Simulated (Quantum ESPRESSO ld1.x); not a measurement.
The numbers below are computed, except where a source is named.
Problem. The mean radii <r> (bohr) of the occupied orbitals of an atom or ion are listed with their occupations. Level of theory: scalar-relativistic Kohn-Sham, PBEsol, spin-unpolarised, spherical densities, point nucleus (ld1.x of Quantum ESPRESSO 7.5).

| orbital | occ. | <r> |
|---|---|---|
| 1s | 2 | 0.02275 |
| 2s | 2 | 0.09703 |
| 2p | 6 | 0.08549 |
| 3s | 2 | 0.2551 |
| 3p | 6 | 0.2534 |
| 3d | 10 | 0.2310 |
| 4s | 2 | 0.5785 |
| 4p | 6 | 0.6122 |
| 4d | 10 | 0.6678 |
| 5s | 2 | 1.376 |
| 5p | 6 | 1.582 |
| 4f | 5 | 0.9053 |

Name the element and its charge.

Solution. Z = 62, samarium, charge +3: Sm3+ in [Xe] 4f5. The 1s radius gives Z: for a bare nucleus <r> = (2 gamma + 1)/(2Z) with gamma = sqrt(1 - (Z/c)^2), 0.02245 bohr for Z = 62, and screening makes it slightly larger (0.02275 here). The occupations add up to 59, and the charge is Z minus that.
